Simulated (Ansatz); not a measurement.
The same path of BBrClHS (5 atoms, charge 0, multiplicity 1) was run twice with different band settings. The coordinate that changes most is the dihedral H5–S1–B2–Br4.

These are results of RKS B3LYP-D4/def2-SVP (Ansatz 0.2.0), not measurements.

Relaxed end points:

```xyz
5
Properties=species:S:1:pos:R:3
S 0.342 1.349 0.328
B 0.142 -0.430 0.178
Cl 1.013 -1.447 1.315
Br -0.976 -1.239 -1.166
H -0.470 1.694 -0.697
```

```xyz
5
Properties=species:S:1:pos:R:3
S -0.227 1.346 -0.376
B -0.102 -0.427 -0.125
Cl 0.886 -1.146 1.141
Br -1.108 -1.555 -1.314
H 0.601 1.708 0.633
```

Common settings: movable images 5; climbing image yes; spring 5.0 eV/Å²; optimiser quadratic models (default); start path IDPP; end points relaxed.

| run | force threshold | iteration limit |
| --- | --- | --- |
| 1 | 0.03 eV/Å | 57 |
| 2 | 0.5 eV/Å | 60 |

(1) What does each run give, and how far can it be trusted?

## Answers

(1) Run 1: converged after 8 iterations, highest image 0.556 eV above the first end. A vibrational analysis at the climbing image gives one clearly imaginary mode, 437i cm⁻¹: a first-order saddle point.
Run 2: converged after 3 iterations, highest image 0.603 eV above the first end. The threshold of 0.5 eV/Å is loose, so the images may lie well off the minimum-energy path. The order of the stationary point at the top wasn't checked.
